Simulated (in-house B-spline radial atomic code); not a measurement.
Results of a calculation; reference values are marked as such.
## Two electrons in Ge: a Gaussian well −V exp(−r²/w²) with V = 25 meV and w = 65.1 nm

For Ge the NSM archive of the Ioffe Institute lists m_l = 1.6 m0, m_t = 0.08 m0 and ε = 16.2; the model takes one isotropic valley with the conductivity mass 3/(1/m_l + 2/m_t) = 0.117 m0, and so misses anisotropy and the other valleys. All triplets below are those of one valley; with several valleys two electrons can form a triplet in the 1s orbital itself, at an energy set by the valley splitting.

Effective-mass model with parabolic bands, a uniform dielectric constant, no image charges, no central-cell or spin-orbit terms. Two-electron levels come from full CI in B-splines with partial waves to l = 5 (up to 0.001 effective hartree above the limit).

What are the effective units, and what is the potential in them?

Ha* = 27211.386 meV × 0.117/16.2² = 12.13 meV and a* = 0.0529177 nm × 16.2/0.117 = 7.327 nm. V = 2.06 Ha* and w = 8.89 a*.

In these units the lowest s and p orbitals lie at -1.729522 and -1.517495, and their Coulomb and exchange integrals are J_ss = 0.368537, J_sp = 0.303640 and K_sp = 0.05995. Full CI gives -3.150114 for the ground singlet, -3.019707 for the sp triplet, -2.942906 for the sp singlet and -2.830392 for the lowest triplet of two s orbitals.

What does it cost to add the second electron, to first order and exactly?

To first order E = 2ε_s + J_ss = -3.090507, so the charging energy E(2) − 2E(1) is J_ss = 4.471 meV. CI gives -3.150114 − 2 × (-1.729522) = 0.308930, or 3.748 meV: relaxation and correlation lower it by 0.7231 meV, 16.2 % of J_ss. The s² configuration of one-electron orbitals holds 89.9 % of the state, and the mean radius is 20.6 nm. The second electron is bound by ε_s − E = 17.23 meV, against 20.98 meV for the first.

How far above the singlet do the triplets lie?

To first order the sp triplet lies at ε_s + ε_p + J_sp − K_sp = -3.003326, which is 1.058 meV above 2ε_s + J_ss. CI gives -3.019707 − (-3.150114) = 0.130407, or 1.582 meV, 62 % of the orbital spacing of 2.572 meV. The ss triplet lies 3.879 meV up, so the lower of the two is the sp one, and its gap equals k_BT at 18.4 K. The sp singlet-triplet splitting is 0.9317 meV, against 2K_sp = 1.455 meV.
